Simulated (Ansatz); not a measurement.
`COC(=N)I` + H₂ → `N=CI` + CH₃OH at 500 K and 1 bar (hydrogenolysis of a C–O bond).

Computed with Ansatz on PBE0-D4/def2-TZVP structures; ΔE is electronic, products minus reactants. CCSD(T)/CBS is the MP2 limit (def2-TZVPP, def2-QZVPP) plus CCSD(T) − MP2 in def2-TZVPP, frozen cores. This one scheme is used for every species. def2 core potentials past Kr. For I outer-core shells are correlated without core-valence functions, which leaves a few kJ/mol of doubt a bond. Each species was taken in one conformer, which may not be the lowest.

```tsv
species	CCSD(T)/CBS energy (Eh)	H − E (kJ/mol)	S (J/(mol·K))
`COC(=N)I`	-505.79106	206.1	386.7
H₂	-1.17544	41.0	145.5
`N=CI`	-391.36369	103.6	310.4
CH₃OH	-115.61712	157.0	265.4
```

H − E and S are ideal-gas, rigid-rotor, harmonic terms from PBE0-D4/def2-TZVP, for one conformer and one mirror image of each species. For small species the MP2-based limit differs from directly extrapolated CCSD(T) by up to some mEh (0.8 for H₂); such offsets cancel only in part. 1 Eh = 2625.50 kJ/mol, R = 8.31446 J/(mol·K).

By hand: ΔE, ΔH, ΔS and ΔG.

ΔE = (-391.36369) + (-115.61712) − (-505.79106) − (-1.17544) = -0.01431 Eh = -37.6 kJ/mol. Δ(H − E) = 103.6 + 157.0 − 206.1 − 41.0 = 13.5, so ΔH = -24.1 kJ/mol. ΔS = 310.4 + 265.4 − 386.7 − 145.5 = 43.6 J/(mol·K). ΔG = -24.1 − 500 × (43.6)/1000 = -45.9 kJ/mol.

By hand: the equilibrium constant, and the temperature at which ΔG would vanish if ΔH and ΔS stayed fixed.

log₁₀ K = −ΔG/(RT ln 10) = 4.8. ΔH and −TΔS have one sign here, so there is no such temperature.

TΔS isn't small against ΔH here. A doubt of 5 kJ/mol in ΔE shifts log₁₀ K by 0.5 here. Other conformers and mirror images would add mixing entropy, several J/(mol·K) or more a flexible species. These are equilibria of isolated gas molecules and say nothing of rates. Largest T1 diagnostic: 0.012 (customary marks: 0.02 for closed shells, 0.045 for open ones).
